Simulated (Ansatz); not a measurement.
The same path of H3NSSn (6 atoms, charge 0, multiplicity 1) was run twice with different band settings. The coordinate that changes most is the dihedral N1–Sn2–S3–H6.

Computed with RKS PBE/def2-SVP (Ansatz).

Relaxed end points:

```xyz
6
Properties=species:S:1:pos:R:3
N -0.920 0.217 -0.996
Sn 0.280 -1.230 -0.173
S 1.209 0.343 1.529
H -0.987 1.192 -0.689
H -1.542 0.036 -1.790
H 2.003 -0.622 2.072
```

```xyz
6
Properties=species:S:1:pos:R:3
N -0.745 0.169 -0.811
Sn 0.255 -1.565 -0.335
S 1.566 -0.608 1.569
H -0.659 1.081 -0.351
H -1.421 0.212 -1.579
H 1.046 0.647 1.461
```

Common settings: spring 5.0 eV/Å²; optimiser quadratic models (default); start path through a guess of the saddle point; force threshold 0.05 eV/Å; iteration limit 60; end points relaxed.

| run | movable images | climbing image |
| --- | --- | --- |
| 1 | 7 | yes |
| 2 | 8 | no |

(1) What does each run give, and how far can it be trusted?

Answers

(1) Run 1: converged after 10 iterations, highest image 0.219 eV above the first end. A vibrational analysis at the climbing image gives one clearly imaginary mode, 262i cm⁻¹: a first-order saddle point.
Run 2: converged after 9 iterations, highest image 0.216 eV above the first end. No image climbed, so the highest image needn't sit at the top of the path.
